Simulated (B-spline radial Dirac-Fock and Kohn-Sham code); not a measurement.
**Satellites and hypersatellites of the K lines of Pt⁴²⁺**

System: Pt⁴²⁺, configuration [Ar] 3d10 4s2 4p6.

Method: Dirac-Fock (average of configuration) total-energy differences with a finite nucleus, the Breit interaction including its frequency dependence, and self-energy and vacuum-polarisation corrections. Computed with a radial B-spline solver. Each two-hole energy is an average over J within one jj subconfiguration, not an observable level; in light atoms, where LS coupling holds, the j-resolved values are not observed lines, and for a K spectator the Kα1 hypersatellite is nearly forbidden. Electron correlation is not included.

Lines without a spectator: Kα2 (K-L2) 65115.8 eV, Kα1 (K-L3) 66827.1 eV, Kβ3 (K-M2) 75431.4 eV, Kβ1 (K-M3) 75824.9 eV. Shifts in eV with one spectator hole (a dash: not computed, or left out as unreliable):

```csv
spectator hole,Kα2,Kα1,Kβ3,Kβ1
K (1s),+1064.1,+1154.9,+1384.3,+1406.6
L2 (2p1/2),+139.2,+190.4,–,+359.0
L3 (2p3/2),+99.7,+111.7,+261.5,–
M2 (3p1/2),–,+32.0,+63.7,+75.5
M3 (3p3/2),+16.56,–,+53.2,+55.0
M4 (3d3/2),+5.81,+2.52,–,–
M5 (3d5/2),-0.11,+4.64,–,–
```
